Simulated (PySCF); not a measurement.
A structure optimised at PBE-D3(BJ)/def2-SVP, used in a PySCF frequency run:

```xyz
12

Si     0.4452     0.5267     0.0000
O     -0.3113     2.0456     0.0000
Si    -0.1048    -0.7305     1.9240
Si    -0.1048    -0.7305    -1.9240
H      1.9189     0.8228     0.0000
H     -1.2838     2.0028     0.0000
H     -1.5935    -0.9695     1.9608
H      0.2870    -0.0151     3.1900
H      0.5846    -2.0704     1.8860
H     -1.5935    -0.9695    -1.9608
H      0.5846    -2.0704    -1.8860
H      0.2870    -0.0151    -3.1900
```
Charge 0, spin multiplicity 1.

Question: Write its SMILES, formula and point group.

Answer: O[SiH]([SiH3])[SiH3], H8OSi3, Cs

Question: What are its rotational constants (standard atomic weights)?

Answer: 3.6369, 1.9256, 1.3912 GHz
